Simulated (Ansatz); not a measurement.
Stepwise reaction of `O[Si](F)(S)S` with hydrogen, as a gas-phase model of exchange steps in deposition or etching. ΔE in kJ/mol; ΔG adds harmonic PBE0-D4 terms to CCSD(T)/CBS, at 1 bar.

Isolated molecules relaxed with PBE0-D4/def2-TZVP in Ansatz; ΔE leaves out vibrations. CCSD(T)/CBS is the MP2 limit (def2-TZVPP, def2-QZVPP) plus CCSD(T) − MP2 in def2-TZVPP, frozen cores. This one scheme is used for every species. DFT in def2-TZVPP. B3LYP here is the variant with VWN-RPA as its local correlation; programs differ in this. One conformer a species, not always the lowest.

| step | reaction | PBE-D4 | B3LYP-D4 | ωB97M-V | CCSD(T)/CBS | ΔG(500 K) |
| --- | --- | --- | --- | --- | --- | --- |
| 1 | `O[Si](F)(S)S` + H₂ → `O[SiH](F)S` + H₂S | 49.0 | 42.3 | 42.9 | 42.4 | 32.6 |

Q: Give the row of step 2, `O[SiH](F)S` + H₂ → `O[SiH2]F` + H₂S. (Estimate.)

A: The calculation gave: 
```json
{"step": "2", "reaction": "`O[SiH](F)S` + H₂ → `O[SiH2]F` + H₂S", "PBE-D4": "54.9", "B3LYP-D4": "46.8", "ωB97M-V": "48.3", "CCSD(T)/CBS": "47.6", "ΔG(500 K)": "38.7"}
```

Q: By hand: ΔE of the 2 steps together at CCSD(T)/CBS.

A: (42.4) + (47.6) = 90.0 kJ/mol, or 45.0 kJ/mol a step.

In ΔE each step is higher than the one before. All are uphill at CCSD(T)/CBS. ΔG lies between 32.6 and 38.7 kJ/mol a step. PBE-D4 differs from CCSD(T)/CBS by 6.6 to 7.3 kJ/mol a step. Only this route is followed, and other bonds may react first. Isolated molecules leave out the surface, adducts and barriers. Largest T1 diagnostic: 0.012.
